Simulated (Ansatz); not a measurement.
`[AlH2]/[CH]=C/Cl` + `[NH2][AlH2]` → `[AlH2][NH][AlH2]` + `C=CCl` at 600 K and 1 bar (ligand exchange at the Al–C bond).

Isolated molecules relaxed with PBE0-D4/def2-TZVP in Ansatz; ΔE leaves out vibrations. CBS: MP2 limit from def2 TZ/QZ plus the TZ coupled-cluster correction, frozen cores. This one scheme is used for every species.

```csv
species,CCSD(T)/CBS energy (Eh),H − E (kJ/mol),S (J/(mol·K))
`[AlH2]/[CH]=C/Cl`,-780.26523,172.4,394.6
`[NH2][AlH2]`,-299.14566,138.4,304.9
`[AlH2][NH][AlH2]`,-541.78272,165.3,384.8
`C=CCl`,-537.65823,144.6,309.8
```

H − E and S are ideal-gas, rigid-rotor, harmonic terms from PBE0-D4/def2-TZVP. 1 Eh = 2625.50 kJ/mol, R = 8.31446 J/(mol·K).

Question: By hand: ΔE, ΔH, ΔS and ΔG.

Answer: ΔE = (-541.78272) + (-537.65823) − (-780.26523) − (-299.14566) = -0.03006 Eh = -78.9 kJ/mol. Δ(H − E) = 165.3 + 144.6 − 172.4 − 138.4 = -0.9, so ΔH = -79.8 kJ/mol. ΔS = 384.8 + 309.8 − 394.6 − 304.9 = -4.9 J/(mol·K). ΔG = -79.8 − 600 × (-4.9)/1000 = -76.9 kJ/mol.

Question: By hand: the equilibrium constant, and the temperature at which ΔG would vanish if ΔH and ΔS stayed fixed.

Answer: log₁₀ K = −ΔG/(RT ln 10) = 6.7. ΔG = 0 at ΔH/ΔS = 16286 K, far beyond where these terms or the molecules hold.

The number of gas molecules stays the same, so ΔS is small and ΔH decides. A doubt of 5 kJ/mol in ΔE shifts log₁₀ K by 0.4 here. These are equilibria of isolated gas molecules and say nothing of rates. Largest T1 diagnostic: 0.012 (customary marks: 0.02 for closed shells, 0.045 for open ones).
